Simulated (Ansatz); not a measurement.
`[Ag][Ag]`, relaxed with RKS PBE0-D4/def2-TZVP in Ansatz from a GFN2-xTB geometry. The force threshold is 0.005 eV/Å; the program also tests the step.

The species carries charge 0 and has multiplicity 1. Ag: def2 effective core potential.

Start:

```xyz
2

Ag   -1.156   -0.414   -0.422
Ag    1.156    0.414    0.422
```

**Question.** By how much does the energy fall, and how many steps does the optimiser take? (An estimate is asked.)

**Answer.** The calculation gave: 0.00 eV, in 2 steps.

**Question.** Which bonds change most? (Best estimate.)

**Answer.** The calculation gave: Ag1–Ag2 from 2.596 to 2.576 Å.

**Question.** Give the relaxed structure. (Estimate.)

**Answer.** The calculation gave: 
```xyz
2

Ag   -1.147   -0.411   -0.419
Ag    1.147    0.411    0.419
```
